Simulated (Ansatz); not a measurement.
A nudged elastic band was laid between two geometries of CH₆NSn (9 atoms, charge 1, multiplicity 1).

Theory: RKS PBE/def2-SVP in Ansatz 0.2.0.

```yaml
movable_images: 5
climbing_image: yes
spring: 5.0 eV/Å²
optimiser: quadratic models (default)
start_path: through a guess of the saddle point
force_threshold: 0.05 eV/Å
iteration_limit: 60
end_points: relaxed
```

Image 0:

```xyz
9
Properties=species:S:1:pos:R:3
C -0.442 1.099 -1.115
N -0.664 0.395 -0.064
Sn 0.722 -1.084 0.910
H -1.201 1.801 -1.512
H 0.524 1.011 -1.647
H -1.592 0.539 0.370
H 2.048 -0.867 -0.148
H -0.214 -2.504 0.736
H 0.820 -0.390 2.469
```

Image 6:

```xyz
9
Properties=species:S:1:pos:R:3
C -0.886 0.787 -1.115
N -0.145 0.758 -0.067
Sn 0.777 -1.046 0.911
H -1.290 1.739 -1.512
H -1.135 -0.152 -1.644
H 0.038 1.680 0.365
H 2.422 -0.588 0.845
H 0.222 -2.208 -0.214
H -0.002 -0.971 2.431
```

(1) What changes between the two ends?

(2) What energy profile does the band end with?

(3) What is the geometry of the highest image?

The band took 7 iterations and about 90 core-seconds.

Results:

(1) No bond is made or broken. The dihedral C1–N2–Sn3–H9 goes from 122 to -118°. The two ends are copies of one structure, up to a mirror image or an exchange of like atoms.

(2) The forces met the threshold. The highest image is number 3 of 0 to 6, 0.023 eV above the ends, which have the same energy within 2 meV. A vibrational analysis at the climbing image gives one clearly imaginary mode, 76i cm⁻¹: a first-order saddle point. Limits of this set-up: the dipole of an ion depends on the origin.

```
image  path coordinate (Å)  energy (eV)  dihedral C1–N2–Sn3–H9 (°)
    0                 0.00        0.000                        122
    1                 0.63        0.008                        143
    2                 1.26        0.019                        163
    3                 1.90        0.023                       -177
    4                 2.51        0.016                       -157
    5                 3.11        0.005                       -137
    6                 3.72        0.000                       -118
```

(3) 
```xyz
9
Properties=species:S:1:pos:R:3:forces:R:3
C -0.627 0.909 -1.208 0.00 0.00 -0.01
N -0.467 0.615 0.031 0.01 -0.01 0.01
Sn 0.755 -1.060 0.922 0.00 0.00 0.00
H -1.255 1.764 -1.526 0.00 0.00 0.01
H -0.132 0.304 -1.992 0.00 0.00 0.00
H -0.965 1.231 0.696 0.00 0.01 -0.01
H 2.308 -0.580 0.393 0.00 0.00 0.00
H 0.029 -2.385 0.122 0.00 0.00 0.00
H 0.354 -0.799 2.562 0.00 0.00 0.00
```

Run time: 88 s on 1 thread of Arm Neoverse V1, with other jobs on the host, peak memory 0.12 GiB.
